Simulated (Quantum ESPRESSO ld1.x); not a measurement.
The numbers below are computed, except where a source is named.
Task: Ir III, 75 electrons, occupied as [Xe] 4f14 5d6 7p1 (not the ground configuration). Level of theory: Dirac Kohn-Sham, PBE, spin-unpolarised, spherical densities, point nucleus; open shells fill j = l - 1/2 first (ld1.x of Quantum ESPRESSO 7.5). Some entries of the table are withheld. Estimate them.

| orbital | occ. | eigenvalue (hartree) | <r^2> (bohr^2) |
|---|---|---|---|
| 1s1/2 | 2 | -2794.69 | 0.0004193 |
| 2s1/2 | 2 | -489.298 | 0.006358 |
| 2p1/2 | 2 | -468.687 | 0.004517 |
| 2p3/2 | 4 | -408.866 | 0.005710 |
| 3s1/2 | 2 | -115.168 | 0.04137 |
| 3p1/2 | 2 | -105.949 | 0.03783 |
| 3p3/2 | 4 | -92.8500 | 0.04431 |
| 3d3/2 | 4 | -77.4845 | 0.03413 |
| 3d5/2 | 6 | -74.6544 | 0.03590 |
| 4s1/2 | 2 | -25.3234 | 0.2023 |
| 4p1/2 | 2 | -21.4353 | (1) |
| 4p3/2 | 4 | -18.3374 | (2) |
| 4d3/2 | 4 | -11.9718 | 0.2578 |
| 4d5/2 | 6 | -11.3968 | 0.2701 |
| 5s1/2 | 2 | -4.54710 | 1.071 |
| 5p1/2 | 2 | -3.32400 | (3) |
| 4f5/2 | 6 | -3.30208 | 0.3454 |
| 4f7/2 | 8 | -3.18740 | 0.3557 |
| 5p3/2 | 4 | -2.82007 | (4) |
| 5d3/2 | 4 | -1.19024 | 2.707 |
| 5d5/2 | 2 | -1.13755 | 2.873 |
| 7p1/2 | 1 | -0.31409 | 40.18 |
| 7p3/2 | 0 | -0.29667 | 43.69 |

Result: 
(1) 4p1/2 <r^2> (bohr^2): 0.2074
(2) 4p3/2 <r^2> (bohr^2): 0.2411
(3) 5p1/2 <r^2> (bohr^2): 1.270
(4) 5p3/2 <r^2> (bohr^2): 1.508
